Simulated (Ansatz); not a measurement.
Reaction (cleavage of the Al–Si bond): `F[CH2][AlH][SiH3]` + HBr → `F[CH2][AlH][Br]` + SiH₄

Program: Ansatz. Geometries: PBE0-D4/def2-TZVP. ΔE: electronic, gas phase. CCSD(T)/CBS adds triple-zeta CCSD(T) − MP2 to the extrapolated MP2 energy (def2 sets, frozen cores). This one scheme is used for every species. DFT in def2-TZVPP. HSE06 is defined as in plane-wave codes. For Br outer-core shells are correlated without core-valence functions, which leaves a few kJ/mol of doubt a bond. Scalar relativity is left out up to krypton. One conformer a species, not always the lowest.

Question: Is it downhill or uphill in electronic energy at CCSD(T)/CBS, and by how much? (Best estimate.)

Answer: The calculation gave: Downhill: ΔE = -1.70 eV.

Question: What do these levels give: PBE0-D4, HSE06-D4, r2SCANh, LC-ωPBE, HF/def2-SVP, CCSD/def2-TZVPP? (An estimate is asked.)

Answer: Ansatz gave: PBE0-D4 -1.58, HSE06-D4 -1.58, r2SCANh -1.70, LC-ωPBE -1.63, HF/def2-SVP -1.86, CCSD/def2-TZVPP -1.69 eV.

Largest T1 diagnostic among the species: 0.012.

From BLYP to BHLYP (50 % exact exchange), in def2-TZVPP and without D4, ΔE moves by −0.15 eV. In def2-TZVPP, CCSD(T) changes the Hartree–Fock value by +0.22 eV (the triples alone add +0.02 eV) and MP2 by +0.10 eV.
